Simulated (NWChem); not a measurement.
System: C$_{2}$H$_{8}$OSi; SMILES C(O[SiH3])C

NWChem input:

```
start job
memory heap 200 mb stack 900 mb global 1100 mb
geometry units angstroms noautoz
  Si     0.037991     1.644387    -0.001598
  O      0.439605     0.029980     0.001231
  C     -0.500514    -1.018353     0.000751
  C      0.222888    -2.344575     0.001276
  H     -0.765272     1.997216    -1.215717
  H     -0.768247     2.000932     1.209453
  H      1.318739     2.400843    -0.001115
  H     -1.158913    -0.945643     0.889103
  H     -1.157976    -0.945839    -0.888315
  H      0.861439    -2.433806     0.892662
  H     -0.494077    -3.179515    -0.000686
  H      0.864703    -2.432467    -0.887892
end
basis spherical
  * library def2-tzvp
end
dft
  xc xcamb88 1.00 lyp 0.81 vwn_5 0.19 hfexch 1.00
  cam 0.33 cam_alpha 0.19 cam_beta 0.46
  iterations 150
  semidirect filesize 400000000
  mulliken
end
task dft energy
```

Geometry: optimised at PBE0/def2-SVP.

Problem. Predict the main results of this run. (CAM-B3LYP/def2-TZVP.) Quantities: energy (Ha); highest occupied level (eV); orbital gap (eV); dipole (D).

Solution. 
```json
{
 "energy (Ha)": "-445.77",
 "highest occupied level (eV)": "-9.49",
 "orbital gap (eV)": "10.76",
 "dipole (D)": "1.06"
}
```
